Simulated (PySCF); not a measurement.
A structure optimised at B3LYP-D3(BJ)/def2-SVP, used in a PySCF frequency run:

```
S
O 1 1.4697
O 1 1.4785 2 122.77
O 1 1.6619 2 105.16 3 122.72
H 4 0.9750 1 107.30 2 -159.82
```
Charge 0, spin multiplicity 2.

**Question.** Write its SMILES and formula.

**Answer.** O=[S](=O)O, HO3S

**Question.** What are its rotational constants (standard atomic weights)?

**Answer.** 8.9157, 8.6467, 4.6951 GHz
